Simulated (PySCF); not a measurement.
Compound: BrH.
SMILES: `Br`

Computed, not measured: PySCF, PBE/cc-pVDZ geometry optimisation, gas phase.

Take the most abundant isotopes and a rigid rotor. 

Task: What are the moment of inertia and the rotational constant?

Result: I = 2.063 u·Å², B = 505379 MHz·u·Å²/I = 244952 MHz (8.1707 cm⁻¹, or 11.756 K as hB/k). For two atoms I = μr² with μ = 0.9951 u and r = 1.4399 Å.

Task: List the first levels of a rigid rotor in a Σ state.

Result: E(J) = BJ(J+1): J = 1: 16.341, J = 2: 49.024, J = 3: 98.049, J = 4: 163.415, J = 5: 245.122, J = 6: 343.171 cm⁻¹.

Task: Where do the first rotational lines fall?

Result: The dipole is 1.03 D; J+1 ← J lies at 2B(J+1): 1 ← 0 at 489.90 GHz, 2 ← 1 at 979.81 GHz, 3 ← 2 at 1469.71 GHz, 4 ← 3 at 1959.62 GHz, 5 ← 4 at 2449.52 GHz, 6 ← 5 at 2939.43 GHz.

Task: Estimate the classical rotational partition function at 100 K, 200 K and 500 K.

Result: Point group C∞v, symmetry number σ = 1; q = kT/(σhB), k/h = 20836.6 MHz/K: 8.5 at 100 K, 17.0 at 200 K, 42.5 at 500 K.

No frequency check. Constants of a rigid frame at the computed geometry: no zero-point averaging, no centrifugal distortion.
